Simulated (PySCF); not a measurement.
A structure optimised at PBE-D3(BJ)/def2-SVP, used in a PySCF frequency run:

```
Ti
Cl 1 2.1698
Cl 1 2.1826 2 112.54
Cl 1 2.1826 2 112.54 3 123.67
S 1 2.2675 2 104.79 4 118.16
H 5 1.3690 1 89.15 2 -180.00
```

Task: Write its SMILES, formula and point group.

Result: [SH][Ti]([Cl])([Cl])[Cl], Cl3HSTi, Cs

Task: What are its rotational constants (standard atomic weights)?

Result: 1.1567, 1.1172, 1.0908 GHz
